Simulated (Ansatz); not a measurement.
The cluster Ru3H4. The state is a singlet with charge 0. Geometry PBE-D4/def2-TZVP.

```
atom    x (Å)    y (Å)    z (Å)
 Ru1   1.1432  -0.6735  -0.2368
 Ru2  -0.2787   0.1624   1.4735
 Ru3   0.0417   1.1991  -0.6426
  H4  -0.9336   1.6635   0.7490
  H5  -1.0721   0.6417  -1.6251
  H6   0.3128  -1.7184  -1.0956
  H7   0.7866  -1.2748   1.3777
```

In the def2 sets Ru takes a core potential; there is no spin–orbit coupling. The restricted singlet is unstable towards broken spin symmetry at other levels; at PBE-D4/def2-TZVP, r2SCAN-D4/def2-TZVP, PBE0-D4/def2-TZVP this wasn't settled. At PBE-D4/def2-TZVP an occupied level of the charge 0 singlet lies above an empty one (by up to 0.17 eV), so this SCF solution is probably not the lowest. No other spin state of charge 0 was run. The geometry of the singlet was relaxed on an unsound state (an occupied level 0.17 eV above an empty one). Another isomer (triplet) lies 0.93 eV lower at PBE0-D4/def2-TZVP; other spin states weren't run for this one.

Question: Estimate the orbital energies around the gap (eV) in Ansatz with PBE-D4/def2-TZVP, r2SCAN-D4/def2-TZVP, PBE0-D4/def2-TZVP.

Answer: 
```json
{"orbital": "HOMO−9", "PBE-D4/def2-TZVP": "-8.18", "r2SCAN-D4/def2-TZVP": "-8.35", "PBE0-D4/def2-TZVP": "-9.27"}
{"orbital": "HOMO−8", "PBE-D4/def2-TZVP": "-8.06", "r2SCAN-D4/def2-TZVP": "-8.30", "PBE0-D4/def2-TZVP": "-9.12"}
{"orbital": "HOMO−7", "PBE-D4/def2-TZVP": "-7.60", "r2SCAN-D4/def2-TZVP": "-7.79", "PBE0-D4/def2-TZVP": "-8.71"}
{"orbital": "HOMO−6", "PBE-D4/def2-TZVP": "-6.72", "r2SCAN-D4/def2-TZVP": "-6.85", "PBE0-D4/def2-TZVP": "-7.76"}
{"orbital": "HOMO−5", "PBE-D4/def2-TZVP": "-6.43", "r2SCAN-D4/def2-TZVP": "-6.51", "PBE0-D4/def2-TZVP": "-7.22"}
{"orbital": "HOMO−4", "PBE-D4/def2-TZVP": "-6.09", "r2SCAN-D4/def2-TZVP": "-6.17", "PBE0-D4/def2-TZVP": "-7.00"}
{"orbital": "HOMO−3", "PBE-D4/def2-TZVP": "-5.63", "r2SCAN-D4/def2-TZVP": "-5.70", "PBE0-D4/def2-TZVP": "-6.40"}
{"orbital": "HOMO−2", "PBE-D4/def2-TZVP": "-4.61", "r2SCAN-D4/def2-TZVP": "-4.79", "PBE0-D4/def2-TZVP": "-5.70"}
{"orbital": "HOMO−1", "PBE-D4/def2-TZVP": "-4.41", "r2SCAN-D4/def2-TZVP": "-4.56", "PBE0-D4/def2-TZVP": "-5.55"}
{"orbital": "HOMO", "PBE-D4/def2-TZVP": "-4.19", "r2SCAN-D4/def2-TZVP": "-4.39", "PBE0-D4/def2-TZVP": "-5.52"}
{"orbital": "LUMO", "PBE-D4/def2-TZVP": "-4.35", "r2SCAN-D4/def2-TZVP": "-4.32", "PBE0-D4/def2-TZVP": "-3.54"}
{"orbital": "LUMO+1", "PBE-D4/def2-TZVP": "-3.80", "r2SCAN-D4/def2-TZVP": "-3.66", "PBE0-D4/def2-TZVP": "-2.90"}
{"orbital": "LUMO+2", "PBE-D4/def2-TZVP": "-3.62", "r2SCAN-D4/def2-TZVP": "-3.45", "PBE0-D4/def2-TZVP": "-2.75"}
{"orbital": "LUMO+3", "PBE-D4/def2-TZVP": "-3.56", "r2SCAN-D4/def2-TZVP": "-3.42", "PBE0-D4/def2-TZVP": "-2.59"}
{"orbital": "LUMO+4", "PBE-D4/def2-TZVP": "-2.64", "r2SCAN-D4/def2-TZVP": "-2.52", "PBE0-D4/def2-TZVP": "-1.99"}
{"orbital": "LUMO+5", "PBE-D4/def2-TZVP": "-2.10", "r2SCAN-D4/def2-TZVP": "-1.91", "PBE0-D4/def2-TZVP": "-1.18"}
```
